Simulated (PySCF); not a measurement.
Gas-phase equilibrium of 1 mol ZnCl2, 0.37 mol H2O at 1800 K and 0.133 bar, among 18 species (ClO, O2, HCl, O, HO2, Zn, H2O, H, Zn(OH)2, HOCl, H2O2, O3, H2, ZnH2, ZnCl2, Cl, Cl2, OH). Only gases are allowed; each row takes one source of thermochemistry for all species, and Cantera finds the minimum.

Energies from PySCF, thermal terms from the rigid-rotor harmonic-oscillator model, ideal gas at 1 bar. † marks an energy on the PBE0/def2-TZVP geometry and frequencies; other levels use their own. Open shells (unrestricted) among the columns below: O2 (multiplicity 3), Cl (multiplicity 2, electronic degeneracy 6); the rest are closed-shell singlets. Spin-orbit splitting is ignored; it lowers the true energy and changes the entropy of Cl. B3LYP is the form with VWN-RPA correlation. Zn: all electrons, no relativistic terms. The harmonic model lacks anharmonicity and excited electronic states, which grow with temperature; levels with a mode under 35 cm⁻¹ are left out. Soft modes under 120 cm⁻¹ make the harmonic entropy rough for ZnCl2.

Molecules larger than those listed are left out. Table species left out: Zn+.

With B3LYP/def2-TZVP† thermochemistry: ZnCl2 0.45, HCl 0.24, H2O 0.094, Zn 0.13, O2 0.060, Cl 0.022, H2 0.00044.

How far does the composition move with the other sources (PBE/def2-SVP, PBE/def2-TZVP†, PBE0/def2-SVP†, ωB97M-V/def2-TZVP†, ωB97X-V/def2-TZVP†)?


```json
[
 {"thermochemistry": "B3LYP/def2-TZVP†", "x ZnCl2": "0.45", "x HCl": "0.24", "x H2O": "0.094", "x Zn": "0.13", "x O2": "0.060", "x Cl": "0.022", "x H2": "0.00044"},
 {"thermochemistry": "PBE/def2-SVP", "x ZnCl2": "0.49", "x HCl": "0.23", "x H2O": "0.11", "x Zn": "0.11", "x O2": "0.058", "x Cl": "0.0031", "x H2": "0.0026"},
 {"thermochemistry": "PBE/def2-TZVP†", "x ZnCl2": "0.48", "x HCl": "0.23", "x H2O": "0.10", "x Zn": "0.12", "x O2": "0.059", "x Cl": "0.0053", "x H2": "0.00067"},
 {"thermochemistry": "PBE0/def2-SVP†", "x ZnCl2": "0.55", "x HCl": "0.17", "x H2O": "0.15", "x Zn": "0.087", "x O2": "0.043", "x Cl": "0.0050", "x H2": "0.0012"},
 {"thermochemistry": "ωB97M-V/def2-TZVP†", "x ZnCl2": "0.58", "x HCl": "0.14", "x H2O": "0.17", "x Zn": "0.071", "x O2": "0.034", "x Cl": "0.0051", "x H2": "0.00043"},
 {"thermochemistry": "ωB97X-V/def2-TZVP†", "x ZnCl2": "0.59", "x HCl": "0.13", "x H2O": "0.18", "x Zn": "0.066", "x O2": "0.032", "x Cl": "0.0039", "x H2": "0.00097"}
]
```
The most sensitive of these is Cl: it spans a factor of 10^0.8 over these rows; at this temperature one factor of ten is RT ln 10 = 34 kJ/mol.
